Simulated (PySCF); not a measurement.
This script is equivalent to a calculation on Ag⁺ (silver, charge +1).

```python
from pyscf import gto, scf, dft, mp, cc
import basis_set_exchange as bse
mol = gto.M(atom="Ag 0 0 0", charge=1, spin=0, symmetry="D2h",
            basis=gto.basis.parse(bse.get_basis("x2c-TZVPall", elements=["Ag"], fmt="nwchem", header=False)),
            nucmod="G")
mf = scf.UHF(mol).sfx2c1e()
mf.irrep_nelec = {'Ag': (8, 8), 'B1g': (2, 2), 'B2g': (2, 2), 'B3g': (2, 2), 'B1u': (3, 3), 'B2u': (3, 3), 'B3u': (3, 3)}
mf.kernel()
```

Question: What total energy does it give?

Answer: -5312.57852 hartree (calculated).

Question: Which occupied shell lies highest, and where?

Answer: 4d, at -22.047 eV.
